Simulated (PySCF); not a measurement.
Constitutional and geometric isomers with formula C2H6Si. All species are isolated molecules in the gas phase. Strings in code marks are SMILES.

Method: B3LYP-D3(BJ)/def2-TZVP (PySCF 2.14.0). All candidates: neutral, multiplicity 1. B3LYP has the VWN-RPA correlation part, as in Gaussian. 

dipole moment: 0.05 D
HOMO–LUMO gap: 6.80 eV
HOMO: -6.73 eV

Task: Which member has these values?
A. `C=C[SiH3]`
B. `C1C[SiH2]1`
C. `C=[SiH]C`
D. `CC=[SiH2]`

Result: B, `C1C[SiH2]1`. The others give `C=[SiH]C`: 1.67 D, 5.18 eV, -6.02 eV; `CC=[SiH2]`: 0.20 D, 4.75 eV, -5.96 eV; `C=C[SiH3]`: 0.73 D, 7.07 eV, -7.76 eV
